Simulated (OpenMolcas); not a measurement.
# Mo II: CASPT2 settings compared

- Program: OpenMolcas
- Basis: ANO-R2 [7s5p4d2f1g]
- Scalar Hamiltonian: X2C, finite nucleus
- Active space: 5 electrons in 6 orbitals (4d 5s)
- State averaging: 2S+1 = 6 even, 6 roots; 2S+1 = 4 even, 9 roots kept (CI in the orbitals of an earlier block, 0 in the spin-orbit step)
- Spin-orbit coupling: RASSI with atomic mean-field integrals over the reference wave functions, term energies averaged over their components

Methods on the same reference wave functions:
A. CASSCF
B. SS-CASPT2, IPEA 0.6 Eh, real shift 0.4 Eh (closed shells correlated: 4s 4p)
C. SS-CASPT2, IPEA 0.3 Eh, sigma2 regulariser 0.4 Eh (closed shells correlated: 4s 4p)
D. SS-CASPT2, IPEA 0.1 Eh, imaginary shift 0.1 Eh (closed shells correlated: 3d 4s 4p)

Energies in cm-1 above 4d5 6S 5/2, the measured ground level; measured values from NIST Handbook of Basic Atomic Spectroscopic Data.

| Level | A | B | C | D | Measured |
| --- | --- | --- | --- | --- | --- |
| 4d5 6S 5/2 | 0.0 | 0.0 | 0.0 | 0.0 | 0.0 |
| 4d4 5s 6D 1/2 | 9283 | 11275 | 11681 | 11960 | 11783 |
| 4d4 5s 6D 3/2 | 9479 | 11472 | 11877 | 12156 | 12034 |
| 4d4 5s 6D 5/2 | 9806 | 11798 | 12204 | 12483 | 12417 |
| 4d4 5s 6D 7/2 | 10264 | 12256 | 12662 | 12940 | 12900 |
| 4d4 5s 6D 9/2 | 10852 | 12845 | 13250 | 13529 | 13461 |

Deviations, from unrounded energies. A percentage is the sum of absolute deviations over the sum of measured energies, with the sign that they share, or ± where signs differ.

| Against measurement | Levels | A | B | C | D |
| --- | --- | --- | --- | --- | --- |
| mean absolute deviation (cm-1) | 5 | 2600 | 590 | 180 | 94 |
| other configurations (%) | 5 | -20.6 | -4.7 | -1.5 | +0.8 |

D lies closest to measurement on these levels and A furthest from it. The largest miss of D in the table is 4d4 5s 6D 1/2, by +180 cm-1. The ranking rests on the paired levels alone, and a cruder setting can come out closer through cancelling errors.

Among B to D the level of the table that moves most is 4d4 5s 6D 5/2, by 680 cm-1 (lowest in B, highest in D).

The lowest spin-free term lies below A's lowest term by 0.337 hartree in B, 0.356 hartree in C, 0.406 hartree in D.

Some high roots are left out of the spin-orbit mixing, which shifts the levels that they would mix with. A single d shell beside an s shell can misplace configurations of different d count against each other. Without dynamic correlation excited terms often stand tens of per cent too high (terms of higher spin than the ground term too low), and those without a measured partner can miss by more than the paired ones (holds for A). Computed and measured levels are paired by configuration, term and J; levels that our copy of the source lacks, or whose pairing is in doubt (as where it misses far off the trend of its configuration), stay unpaired and out of the deviations. Levels of configurations outside the active space are missing.
